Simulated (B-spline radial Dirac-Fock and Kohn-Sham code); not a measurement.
**Diagram lines of Hg⁴⁹⁺**

System: Hg⁴⁹⁺ in the configuration [Ar] 3d10 4s2 4p1.

The computed values come from a radial B-spline solver: Dirac-Fock (average of configuration) total-energy differences with a finite nucleus, the Breit interaction including its frequency dependence, and self-energy and vacuum-polarisation corrections. A line energy is the difference of two single-hole energies; the list is a selection of electric-dipole transitions between resolved j subshells. Electron correlation is not included.

```
       line  energy (eV)  wavelength (Å)
 Kβ1 (K-M3)      80441.9         0.15413
 Kβ3 (K-M2)      79989.6         0.15500
 Kα1 (K-L3)      70860.4         0.17497
 Kα2 (K-L2)      68926.9         0.17988
Lγ5 (L2-N1)      13930.0         0.89005
Lβ3 (L1-M3)      12146.7          1.0207
Lβ6 (L3-N1)      11996.5          1.0335
Lβ1 (L2-M4)      11950.5          1.0375
Lβ4 (L1-M2)      11694.3          1.0602
 Lη (L2-M1)      10785.3          1.1496
Lα1 (L3-M5)      10113.3          1.2259
Lα2 (L3-M4)      10017.0          1.2377
 Lℓ (L3-M1)       8851.8          1.4007
```
